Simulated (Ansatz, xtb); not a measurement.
ClFHSi2: where a starting geometry ends

The starting geometry of this gas-phase doublet has its atoms placed at random.

```csv
atom,x (Å),y (Å),z (Å)
Cl,0.1822,-0.1193,1.8440
F,-0.8350,-1.4319,0.0330
Si,-1.7650,-0.0475,-0.6294
Si,0.3525,-0.6418,-1.2041
H,-0.4463,-1.2910,0.9228
```

Q: Guess where an optimisation with r2SCAN-D4/def2-SVP ends from this start.

A: It loosens into FSi2 + ClH, which stay close as a complex. Distances that change by over a tenth: Cl1–H5 (1.62 → 1.29 Å). Contacts that open: F2–H5 (0.98 → 2.10 Å).

The energy falls by 2.15 eV over 17 steps:

| step | E − E(last) (eV) |
| --- | --- |
| 1 | 2.149 |
| 3 | 0.811 |
| 5 | 0.466 |
| 6 | 0.323 |
| 8 | 0.058 |
| 10 | 0.007 |
| 12 | 0.001 |
| 13 | 0.000 |
| 15 | 0.000 |
| 17 | 0.000 |

Final geometry (Å):

```xyz
5

Cl    0.2837   -0.1314    2.1249
F    -0.9404   -1.5816   -0.3375
Si   -1.8727    0.0108   -0.8816
Si    0.2352   -0.6358   -1.5301
H    -0.2174   -1.1936    1.5906
```

From the same start GFN2-xTB ends elsewhere, in pieces: FSi2 + ClH.

From so rough a start the end depends on the optimiser's path, so another program may land elsewhere. No frequencies were run, so the end isn't proven a minimum. Open shells are spin-unrestricted. Run with Ansatz 0.2.0, 83 s on 2 threads of Intel(R) Xeon(R) Platinum 8259CL CPU @ 2.50GHz (Skylake/Cascade Lake) (shared host).
